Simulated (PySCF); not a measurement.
Geometry (Å), atoms numbered from 1 in this order:
```xyz
11

C    -1.8314    0.7802   -0.7735
C    -1.1392    0.0520    0.1112
Si    0.5202   -0.7217   -0.2550
C     1.8391    0.1634    0.8523
O     2.3633   -0.3642    1.8005
H    -1.4715    0.9479   -1.7950
H    -2.7926    1.2413   -0.5196
H    -1.5619   -0.0799    1.1163
H     0.8617   -0.4712   -1.6902
H     0.5531   -2.1778    0.0645
H     2.0850    1.2359    0.5989
```

Geometry: PBE0-D3(BJ)/def2-SVP; GIAO absolute shieldings from PySCF, gas phase, non-relativistic, averaged over equivalent atoms.

At OPBE/pcSseg-2 (271 basis functions, 46 s wall time on 1 thread of an Arm Neoverse V1, shared host):
```
 atoms  σ (ppm)
    C4    -54.6
    C1     37.9
    C2     51.6
   Si3    402.9
    O5   -528.1
   H11    18.68
    H7    24.50
    H6    24.68
    H8    24.81
H9/H10    26.75
```

Estimate the result of repeating the calculation with B97-2/pcSseg-2.

## Answers


```
 atoms  σ at B97-2/pcSseg-2  change
    C4                -59.2    -4.6
    C1                 33.8    -4.1
    C2                 47.5    -4.1
   Si3                394.8    -8.1
    O5               -553.3   -25.2
   H11                19.27   +0.59
    H7                24.76   +0.26
    H6                24.90   +0.22
    H8                25.11   +0.30
H9/H10                27.03   +0.28
```

The largest change is at O5 (carbonyl oxygen). Cost: 271 basis functions, 28 s wall time on 1 thread of an Arm Neoverse V2, shared host. The order of the carbon signals is the same at both levels.
